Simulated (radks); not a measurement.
The numbers below are computed, except where a source is named.
Question: The mean radii <r> (bohr) of the occupied orbitals of an atom or ion are listed with their occupations. Level of theory: non-relativistic Kohn-Sham, LB94 model potential, spin-polarised, spherical densities, point nucleus (a radial shooting solver on a logarithmic mesh with Libxc functionals).

| orbital | occ. | <r> |
|---|---|---|
| 1s up | 1 | 0.05638 |
| 1s down | 1 | 0.05650 |
| 2s up | 1 | 0.2331 |

Name the element and its charge. Open shells, if any, are filled with parallel spins first.

Answer: Z = 27, cobalt, charge +24: Co24+ in [He] 2s1. The 1s radius gives Z: for a bare nucleus <r> = 1.5/Z, 0.05556 bohr for Z = 27, and screening makes it slightly larger (0.05638 here). The occupations add up to 3, and the charge is Z minus that.
